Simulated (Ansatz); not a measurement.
Relaxation of a periodic cell of 17 atoms, Si₁₆O (host Si, host structure diamond, interstitial O), to a largest force component of 0.03 eV/Å in at most 60 steps.

The calculation used DFT PBEsol, scalar-relativistic, plane waves, PAW (Ansatz 0.2.0). Settings: PAW set soft_1, cutoff 420 eV, k mesh 2x2x2, gaussian smearing 0.05 eV, spin collinear.

```xyz
17
Lattice="0.0000 5.4300 5.4300 5.4300 0.0000 5.4300 5.4300 5.4300 0.0000" Properties=species:S:1:pos:R:3
Si 0.000 0.000 0.000
Si 1.357 1.357 1.357
Si 2.715 2.715 0.000
Si 4.072 4.072 1.357
Si 2.715 0.000 2.715
Si 4.072 1.357 4.072
Si 5.430 2.715 2.715
Si 6.787 4.072 4.072
Si 0.000 2.715 2.715
Si 1.357 4.072 4.072
Si 2.715 5.430 2.715
Si 4.072 6.787 4.072
Si 2.715 2.715 5.430
Si 4.072 4.072 6.787
Si 5.430 5.430 5.430
Si 6.787 6.787 6.787
O 3.450 6.046 6.147
```

**Question.** Where does it end, and by what steps?

**Answer.** It converged. Limits of this set-up: coarse k mesh, PAW files made for another functional, a small cell, in which the defect meets its images. After 9 steps the energy has fallen by 2.382 eV; O17 moved furthest, 0.85 Å.

```csv
step,energy less start (eV),largest force component (eV/Å),accepted
0,0.0000,0.594,yes
1,-0.0501,0.761,yes
2,-0.2629,1.166,yes
3,-0.5598,1.057,yes
4,-0.9662,1.705,yes
5,-1.6652,1.249,yes
6,-2.2696,0.576,yes
7,-2.3742,0.072,yes
8,-2.3806,0.037,yes
9,-2.3818,0.014,yes
```

```xyz
17
Lattice="0.0000 5.4300 5.4300 5.4300 0.0000 5.4300 5.4300 5.4300 0.0000" Properties=species:S:1:pos:R:3
Si 0.007 0.010 0.022
Si 1.386 1.347 1.377
Si 2.726 2.692 -0.019
Si 4.062 4.067 1.342
Si 2.441 -0.081 2.965
Si 3.995 1.278 4.100
Si 5.325 2.632 2.707
Si 6.528 3.938 4.253
Si 0.140 2.974 2.538
Si 1.444 4.176 4.089
Si 2.792 5.510 2.692
Si 4.153 7.065 3.825
Si 2.701 2.702 5.439
Si 3.772 4.059 6.983
Si 5.438 5.731 5.241
Si 6.793 6.801 6.785
O 4.047 5.445 6.106
```

Time of the run: 86 s on 2 threads of Arm Neoverse V1 (shared host), peak memory 0.69 GiB.
